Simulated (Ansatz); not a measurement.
Start from `F[SiH2][NH][AlH2]` and change one atom or group to get `[AlH2][NH][SiH3]`.

Ansatz, PBE0-D4/def2-TZVP geometries, multiplicity 1. Each molecule was computed in one conformer, which needn't be the lowest.

| property | `F[SiH2][NH][AlH2]` |
| --- | --- |
| HOMO–LUMO gap (ωB97M-V/def2-TZVPP) / eV | 11.27 |
| zero-point energy (PBE0-D4/def2-TZVP) / kJ/mol | 132.2 |
| LUMO energy (ωB97M-V/def2-TZVPP) / eV | 0.46 |
| ideal-gas entropy at 298 K and 1 bar (rigid rotor, harmonic PBE0-D4/def2-TZVP) / J/(mol·K) | 334 |
| HOMO energy (PBE/def2-TZVPP) / eV | -7.12 |
| size of the dipole moment (PBE/def2-TZVPP) / D | 1.67 |

**Question.** Give the same properties after the change, and the shifts. (Best estimate.)

**Answer.** Computed: 
```json
{"property": "HOMO–LUMO gap (ωB97M-V/def2-TZVPP) / eV", "`[AlH2][NH][SiH3]`": "10.68", "shift": "-0.59"}
{"property": "zero-point energy (PBE0-D4/def2-TZVP) / kJ/mol", "`[AlH2][NH][SiH3]`": "143.6", "shift": "11.4"}
{"property": "LUMO energy (ωB97M-V/def2-TZVPP) / eV", "`[AlH2][NH][SiH3]`": "0.62", "shift": "0.16"}
{"property": "ideal-gas entropy at 298 K and 1 bar (rigid rotor, harmonic PBE0-D4/def2-TZVP) / J/(mol·K)", "`[AlH2][NH][SiH3]`": "314", "shift": "-20"}
{"property": "HOMO energy (PBE/def2-TZVPP) / eV", "`[AlH2][NH][SiH3]`": "-6.49", "shift": "0.63"}
{"property": "size of the dipole moment (PBE/def2-TZVPP) / D", "`[AlH2][NH][SiH3]`": "0.93", "shift": "-0.74"}
```

With PBE0 the HOMO rises by 0.70 eV and the LUMO rises by 0.18 eV, so the gap narrows by about 0.52 eV. PBE moves the HOMO by 0.63 eV and ωB97M-V by 0.76 eV. Dipoles are sizes alone; their direction can turn.
